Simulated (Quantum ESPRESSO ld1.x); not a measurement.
The numbers below are computed, except where a source is named.
All-electron atom: the argon ion Ar3+ in [Ne] 3s2 3p2 4f1 (not the ground configuration). Code: ld1.x of Quantum ESPRESSO 7.5. Model: scalar-relativistic Kohn-Sham, LDA (Slater exchange, VWN5 correlation), spin-polarised, spherical densities, point nucleus; open shells are filled with parallel spins first.

Radial electron density D(r) = 4 pi r^2 rho(r):

r (bohr),D(r) (e/bohr),spin D(r)
0.01078,3.920,-0.000181
0.01235,4.852,-0.000175
0.01415,5.956,-0.000132
0.01621,7.244,-0.0000231
0.01857,8.718,0.000202
0.02127,10.36,0.000622
0.02437,12.15,0.00136
0.02792,14.02,0.00261
0.03199,15.89,0.00465
0.03665,17.65,0.00791
0.04199,19.16,0.0130
0.0481,20.27,0.0207
0.05511,20.85,0.0322
0.06314,20.81,0.0489
0.07176,20.18,0.0707
0.08222,18.99,0.102
0.0942,17.48,0.143
0.1079,15.95,0.195
0.1236,14.81,0.256
0.1417,14.39,0.324
0.1623,14.88,0.390
0.1859,16.22,0.444
0.213,18.07,0.472
0.2441,19.83,0.459
0.2796,20.84,0.398
0.3203,20.57,0.290
0.367,18.82,0.157
0.4205,15.80,0.0390
0.4817,12.13,-0.00846
0.5519,8.606,0.0683
0.6273,6.032,0.282
0.7187,4.412,0.649
0.8234,3.839,1.09
0.9433,3.868,1.51
1.081,3.960,1.76
1.238,3.734,1.78
1.419,3.105,1.57
1.625,2.244,1.20
1.862,1.414,0.818
2.133,0.8063,0.524
2.444,0.4670,0.358
2.8,0.3313,0.298
3.208,0.2996,0.292
3.675,0.2919,0.291
4.211,0.2647,0.265
4.824,0.2082,0.208
5.483,0.1408,0.141
6.282,0.07567,0.0757
7.197,0.03190,0.0319
8.245,0.01021,0.0102
9.446,0.002402,0.00240
10.82,0.0004000,0.000400

D(r) has 3 maxima, at r = 0.0583, 0.291, 1.07 bohr, and minima at 0.142, 0.864 bohr, inside which lie 2.17, 10.49 electrons.
